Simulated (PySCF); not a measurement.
## [Hg(CO)]2+ at several levels of theory

Computed with PySCF 2.14.0 (density fitting, no spin-orbit coupling) at the geometry relaxed with PBE0:

```xyz
3
[Hg(CO)]2+ (singlet)
Hg    0.0000    0.0000   -0.3973
C     0.0000    0.0000    1.7389
O     0.0000    0.0000    2.8472
```

| level | basis | state | HOMO (eV) | gap (eV) | charge on Hg1 (e) | dipole about the centre of mass (D) | largest force component (eV/Å) |
| --- | --- | --- | --- | --- | --- | --- | --- |
| PBE0 | Hg def2-SVP with ECP60, C def2-SVP, O def2-SVP | singlet | -25.65 | 7.39 | 1.56 | 2.06 | 0.00 |
| PBE | the same | singlet | -24.14 | 4.75 | 1.49 | 2.68 | 2.16 |
| PBE0 | Hg def2-TZVP with ECP60, C def2-TZVP, O def2-TZVP | singlet | -25.55 | 7.29 | 1.47 | 2.05 | 0.64 |

Charges are Mulliken's, which hang on the basis. The relaxation used the grid (50, 194), these runs (75, 302) or, all-electron (x2c bases, spin-free X2C Hamiltonian), (99, 590).

Q: What does CAM-B3LYP with Hg def2-SVP with ECP60, C def2-SVP, O def2-SVP give here?

A: state singlet, HOMO (eV) -27.12, gap (eV) 9.91, charge on Hg1 (e) 1.56, dipole about the centre of mass (D) 1.95, largest force component (eV/Å) 0.34. Time: 1.3 s on 2 threads of Arm Neoverse V1 (shared host), from an already converged density.

In the first row's basis the gap widens with exact exchange: 4.8 eV for PBE (none); 7.4 eV for PBE0 (a fixed share); 9.9 eV for CAM-B3LYP (rising or full at long range).
